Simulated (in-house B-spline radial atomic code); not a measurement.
Configurations of the aluminium ion Al⁵⁺, with energies counted from [He] 2s2 2p4. All numbers are computed (non-relativistic M06-2X, spin-polarised, spherical fractional occupations, exact exchange averaged over the configuration; point nucleus) with an all-electron radial atomic-structure program (B-spline basis), not measured. Shells without spins written out take the highest spin.

```json
{"configuration": "[He] 2s2 2p3 3d1", "E - E(ref) (eV)": "132.14", "highest orbital": "3d up", "its <r> (bohr)": "1.569"}
{"configuration": "[He] 2s1 2p4 3s1", "E - E(ref) (eV)": "145.7", "highest orbital": "3s up", "its <r> (bohr)": "1.579"}
{"configuration": "[He] 2s1 2p4 3d1", "E - E(ref) (eV)": "165.98", "highest orbital": "3d up", "its <r> (bohr)": "1.569"}
```

(1) Order these further configurations by energy, lowest first.
A. [He] 2s2 2p3 3p1
B. [He] 2s1 2p4 3p1
C. [He] 2s2 2p3 3s1
D. [He] 2s1 2p5

## Answers

(1) D (38.82 eV), C (111.68 eV), A (120.39 eV), B (154.49 eV).
